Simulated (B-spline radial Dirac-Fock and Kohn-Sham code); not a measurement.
# EELS cross sections of the Dy O1 (5s) edge

System: the free dysprosium atom in the configuration [Xe] 4f10 6s2. These are calculated numbers from a radial B-spline solver; the model is the first Born approximation with generalised oscillator strengths from a Dirac-Hartree-Slater potential (longitudinal and transverse terms; continuum final states only, so no white lines or fine structure). The edge is taken at 53.03 eV (orbital energy of the model).

Generalised oscillator strength df/dE of the whole subshell in 10⁻³ per eV, against momentum transfer:

```
q (1/a₀)  10 eV above  20 eV above  150 eV above  300 eV above
  0.0400        0.535        0.651         0.565         0.297
  0.0527        0.549        0.656         0.565         0.297
  0.0695        0.573        0.664         0.565         0.297
  0.0916        0.614        0.679         0.565         0.297
   0.121        0.686        0.705         0.565         0.297
   0.159        0.813        0.751         0.565         0.297
   0.210         1.04        0.836         0.565         0.298
   0.277         1.43        0.994         0.565         0.299
   0.365         2.15         1.30         0.566         0.301
   0.481         3.45         1.92         0.566         0.304
   0.634         5.79         3.21         0.567         0.309
   0.836         9.80         5.85         0.567         0.318
    1.10         15.6         10.7         0.570         0.334
    1.45         20.5         16.9         0.609         0.364
    1.91         18.3         18.4         0.958         0.421
    2.52         8.33         9.96          3.37         0.546
    3.33         1.19         1.63          10.3          1.05
    4.39       0.0361       0.0473          6.11          4.92
    5.78      0.00746       0.0123         0.335          3.82
    7.62      0.00697      0.00824       0.00826        0.0622
    10.0      0.00394      0.00621        0.0160        0.0269
    13.2     0.000176     0.000371       0.00168       0.00430
    17.5     3.48e-05     5.05e-05      0.000132      0.000178
    23.0     2.25e-05     3.47e-05      0.000118      0.000215
    30.3     9.03e-07     1.29e-06      4.64e-06      9.49e-06
    40.0     5.56e-07     6.44e-07      1.75e-06      2.98e-06
```

As q goes to zero the values tend to the optical oscillator strength. At 300 eV above the edge the largest value on this grid is at q = 4.39 per a₀; a free electron at rest would take up the loss of 353 eV at q = 5.09 per a₀, where the Bethe ridge forms once the loss is well above the edge energy.
